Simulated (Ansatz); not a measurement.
```yaml
crystal:
  periodic: [false, false, false]
  atoms:
    - {symbol: C, position_ang: [9.564183, -0.940079, -0.887747]}
    - {symbol: C, position_ang: [9.629699, 0.097030, -1.434657]}
    - {symbol: C, position_ang: [8.574424, 0.523853, -2.220397]}
    - {symbol: C, position_ang: [7.403749, 0.024896, -1.376188]}
    - {symbol: C, position_ang: [6.108146, 0.795022, -2.006860]}
    - {symbol: C, position_ang: [4.945303, 0.624629, -1.015121]}
    - {symbol: C, position_ang: [3.822542, 0.797276, -1.426132]}
    - {symbol: C, position_ang: [2.221764, 0.395992, -0.914838]}
    - {symbol: C, position_ang: [0.922914, 1.136376, -1.012184]}
    - {symbol: C, position_ang: [-0.043903, 0.396260, -0.625247]}
    - {symbol: C, position_ang: [-1.319688, 1.216132, -0.864804]}
    - {symbol: C, position_ang: [-2.263485, 0.712666, 0.108021]}
    - {symbol: C, position_ang: [-3.942474, 1.244515, -0.616425]}
    - {symbol: C, position_ang: [-4.902610, 0.986227, 0.136084]}
    - {symbol: C, position_ang: [-6.048207, 1.038512, -0.224019]}
    - {symbol: C, position_ang: [-7.295924, 0.917058, 0.342297]}
    - {symbol: C, position_ang: [-8.999354, 1.406720, 0.242436]}
    - {symbol: C, position_ang: [-9.570746, 0.864803, 0.660827]}
    - {symbol: C, position_ang: [-9.779305, 0.241523, 1.938472]}
    - {symbol: C, position_ang: [-8.456871, -0.491602, 1.869202]}
    - {symbol: C, position_ang: [-7.165577, -0.147130, 1.751617]}
    - {symbol: C, position_ang: [-6.017865, -0.676394, 1.663264]}
    - {symbol: C, position_ang: [-4.709942, -0.267026, 1.262896]}
    - {symbol: C, position_ang: [-3.535992, -0.894246, 1.621726]}
    - {symbol: C, position_ang: [-2.332428, -0.509006, 1.067288]}
    - {symbol: C, position_ang: [-1.176080, -0.767640, 1.199717]}
    - {symbol: C, position_ang: [-0.163334, -0.409816, 0.518153]}
    - {symbol: C, position_ang: [1.206524, -0.653899, 1.014915]}
    - {symbol: C, position_ang: [2.794346, -0.532931, -0.010535]}
    - {symbol: C, position_ang: [3.476170, -1.252801, 0.496049]}
    - {symbol: C, position_ang: [4.866681, -0.718014, -0.212741]}
    - {symbol: C, position_ang: [6.018119, -1.341945, 0.289156]}
    - {symbol: C, position_ang: [7.508649, -0.655085, -0.384514]}
    - {symbol: C, position_ang: [8.601797, -1.364987, 0.144756]}
    - {symbol: H, position_ang: [10.705033, -1.453361, -0.429053]}
    - {symbol: H, position_ang: [10.484151, 0.380419, -2.293009]}
    - {symbol: H, position_ang: [8.476286, 1.370462, -2.833165]}
    - {symbol: H, position_ang: [5.936269, 1.515427, -2.904862]}
    - {symbol: H, position_ang: [3.398541, 1.215987, -2.352449]}
    - {symbol: H, position_ang: [0.997723, 1.558167, -2.170127]}
    - {symbol: H, position_ang: [-1.186376, 1.704681, -1.733202]}
    - {symbol: H, position_ang: [-3.795499, 2.008143, -1.291296]}
    - {symbol: H, position_ang: [-6.291563, 2.182590, -0.927842]}
    - {symbol: H, position_ang: [-8.673182, 2.305859, -0.577873]}
    - {symbol: H, position_ang: [-10.794086, 1.411641, 0.669638]}
    - {symbol: H, position_ang: [-10.780069, -0.489396, 2.305064]}
    - {symbol: H, position_ang: [-8.310955, -1.563037, 2.928156]}
    - {symbol: H, position_ang: [-6.012771, -1.696757, 2.383096]}
    - {symbol: H, position_ang: [-3.303427, -1.789551, 2.486582]}
    - {symbol: H, position_ang: [-0.910743, -2.022265, 1.992949]}
    - {symbol: H, position_ang: [1.793809, -1.863450, 1.582810]}
    - {symbol: H, position_ang: [3.873632, -1.903512, 1.633864]}
    - {symbol: H, position_ang: [6.206868, -2.077226, 0.996670]}
    - {symbol: H, position_ang: [8.662846, -2.124192, 0.591393]}
basis:
  gaussian: {orbitals: ANO-RCC-VTZP, fitting: {mean_field: def2-universal-jkfit}}
total_charge: 1
magnetization: {spin_polarized: true, initial_magnetization: 1}
hamiltonian: {xc: {name: PBEsol}}
scf: {omitted_lower_state_checks: [starts]}
output: {forces: true}
```

```sh
$ ansatz run in.yaml --threads 4 --pin off --events-out ev --progress --plain --max-ram 46080MiB --backend cuda --devices 0, --max-vram 37GiB
```

Output, abridged:

```
Functional definition: PBEsol
2910 factors; integrals over basis functions are off by at most 5.7e-1 eV
mean field evaluation 1: about -35246.9043 eV, gradient 1.4e2 eV
mean field evaluation 2: about -34055.0326 eV, gradient 4.0e2 eV
mean field evaluation 4: about -35276.0461 eV, gradient 8.9e1 eV
mean field evaluation 8: about -35276.0391 eV, gradient 8.9e1 eV
mean field evaluation 16: about -35347.0451 eV, gradient 1.4e-1 eV
mean field -35347.04590971 eV, -1298.9799780934 hartree, gradient 2.9e-6 eV, S^2 0.785185; 0 other end points of the search recorded, 0 dependent functions left out
reference -35347.04609634 eV, -1298.9799849523 hartree; 112, 111 occupied and 1188, 1189 virtual orbitals, 2910 factors
Total energy: -35347.04609634 eV, -1298.9799849523 hartree
Relativity: scalar
Atom 0 force     4.987880   -16.323633    14.811719 eV/Å
Atom 1 force     4.054035    13.929434   -14.612204 eV/Å
Atom 2 force    -3.427082    -1.699869     5.709127 eV/Å
Atom 3 force    -3.067865    11.489308   -15.419993 eV/Å
Atom 4 force    -0.014412    -1.864256     4.580733 eV/Å
Atom 5 force    10.021032    -5.682541     1.069501 eV/Å
Atom 6 force   -15.862595     4.532019    -5.795470 eV/Å
Atom 7 force     6.025294     1.242599     0.712763 eV/Å
Atom 8 force    10.331102    -0.738599    -6.888112 eV/Å
Atom 9 force    -8.802333     2.422513     2.140376 eV/Å
Atom 10 force     0.259885    -7.521791     6.726460 eV/Å
Atom 11 force    -5.431384     2.610688    -5.652006 eV/Å
Atom 12 force    10.661487    -0.086853     1.167887 eV/Å
Atom 13 force     8.431831    -7.261299     8.389833 eV/Å
Atom 14 force   -18.030122     7.613597    -5.201059 eV/Å
Atom 15 force     1.089568    -2.059585     3.469255 eV/Å
Atom 16 force    66.242247    57.544726   -49.531644 eV/Å
Atom 17 force   -66.960981   -50.521618    45.810578 eV/Å
Atom 18 force     3.003983    -7.627453    -0.629454 eV/Å
Atom 19 force    -4.320416    -3.274780     8.646806 eV/Å
Atom 20 force    -3.959648     5.979043    -6.739786 eV/Å
Atom 21 force     5.785974    -6.007660     4.449735 eV/Å
Atom 22 force    -1.542936     1.308726    -1.159393 eV/Å
Atom 23 force    -0.462931    -1.846861     2.045426 eV/Å
Atom 24 force   -10.630741     7.510669    -3.962266 eV/Å
Atom 25 force     7.676882   -10.704185     7.344960 eV/Å
Atom 26 force    11.289840     0.126655    -1.377705 eV/Å
Atom 27 force     1.008404    -4.485194    -0.079736 eV/Å
Atom 28 force   -21.670936    13.323869    -5.718418 eV/Å
Atom 29 force    19.381986   -12.645765     9.756047 eV/Å
Atom 30 force     3.377524    -1.844306     3.421083 eV/Å
Atom 31 force     0.761120     5.571336    -4.481791 eV/Å
Atom 32 force    -4.655656   -10.288349    12.999419 eV/Å
Atom 33 force    -0.051413    13.323305   -11.986330 eV/Å
Atom 34 force    -2.632750     0.994582    -1.939091 eV/Å
Atom 35 force    -0.327725    -0.613876     2.870737 eV/Å
Atom 36 force     0.117709     0.956008    -1.236763 eV/Å
Atom 37 force     0.848945    -1.313497     1.458768 eV/Å
Atom 38 force     1.392261     1.110058    -0.329169 eV/Å
Atom 39 force    -0.840345     0.048851     2.954283 eV/Å
Atom 40 force    -1.011659     2.675758    -2.909092 eV/Å
Atom 41 force     0.027176     1.522383    -2.047611 eV/Å
Atom 42 force     0.877624    -2.884164     0.670784 eV/Å
Atom 43 force    -1.890839    -2.000185     2.051946 eV/Å
Atom 44 force     1.737470    -0.855616    -0.766530 eV/Å
Atom 45 force     2.848162     2.471212    -1.170956 eV/Å
Atom 46 force    -0.728499     2.139667    -2.404674 eV/Å
Atom 47 force     0.248657     1.753867    -1.550365 eV/Å
Atom 48 force    -1.345646     2.190775    -2.235935 eV/Å
Atom 49 force    -0.611307     3.399228    -1.657965 eV/Å
Atom 50 force    -2.787101     3.182906    -0.495629 eV/Å
Atom 51 force    -2.090529     1.900676    -3.542592 eV/Å
Atom 52 force    -0.054175    -1.788122     1.175332 eV/Å
Atom 53 force     0.723949   -10.934400     7.088185 eV/Å
Dipole moment:     0.826772     0.100544    -0.527451 e Å
Checks for a lower state left out: starts
```

Run time 2.3 min (4 threads of AMD EPYC 7R13 on a shared host and a share (37 GiB) of an NVIDIA H100 80GB HBM3), peak host memory 3.7 GiB.

DK, ANO-RCC and x2c sets are all-electron and run with scalar relativity unless a key says otherwise.

The dipole of an ion depends on the origin.
